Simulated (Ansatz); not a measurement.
Geometry optimisation, RKS PBE-D4/def2-SVP in Ansatz.

Input file:

```yaml
crystal:
  periodic: [false, false, false]
  atoms:
    - { symbol: W, position_ang: [-0.475091, -0.480622, 0.34946] }
    - { symbol: Cl, position_ang: [-0.173538, -0.152017, 2.675713] }
    - { symbol: H, position_ang: [1.111817, -0.06796, 0.155765] }
    - { symbol: H, position_ang: [-0.086356, 1.107129, 0.143676] }
    - { symbol: H, position_ang: [-1.633889, 0.367576, -0.559164] }
    - { symbol: H, position_ang: [0.386198, -1.639894, -0.553963] }
    - { symbol: H, position_ang: [0.08171, 0.086818, -1.131353] }
    - { symbol: Br, position_ang: [2.107342, 2.238219, 0.907447] }
    - { symbol: H, position_ang: [1.628107, 1.609951, 2.188617] }
basis:
  gaussian: { orbitals: def2-SVP }
hamiltonian:
  xc: pbe
  dispersion: d4
relax:
  f_tol: 0.03
  max_steps: 50
```

Run as:

```bash
$ ansatz run input.yaml --threads 2 --pin off --max-ram 3072MiB --backend cpu --events-out ev --progress --plain --runs-dir out
```

Task: Where does it end, and by what steps?

Result: The run converged. The force dipped under the threshold on the way, but the program's further checks kept it going. After 11 steps the energy has fallen by 0.243 eV; Br8 moved furthest, 0.85 Å.

```tsv
step	energy less start (eV)	largest force component (eV/Å)	accepted
0	0.0000	1.239	yes
1	-0.1595	0.494	yes
2	-0.1951	0.395	yes
3	-0.2120	0.220	yes
4	-0.2233	0.380	yes
5	-0.2278	0.211	yes
6	-0.2361	0.067	yes
7	-0.2386	0.150	yes
8	-0.2404	0.091	yes
9	-0.2424	0.013	yes
10	-0.2430	0.043	yes
11	-0.2432	0.018	yes
```

```xyz
9
Properties=species:S:1:pos:R:3
W -0.539 -0.548 0.323
Cl -0.018 -0.020 2.511
H 1.036 -0.152 0.000
H -0.150 1.028 -0.001
H -1.760 0.266 -0.540
H 0.280 -1.766 -0.539
H -0.095 -0.103 -1.236
Br 2.545 2.649 1.511
H 1.647 1.715 2.146
```

Whether the end is a true minimum wasn't checked by a vibrational analysis.

Run time: 44 s on 2 threads of Arm Neoverse V1, on a shared host, peak memory 0.16 GiB.
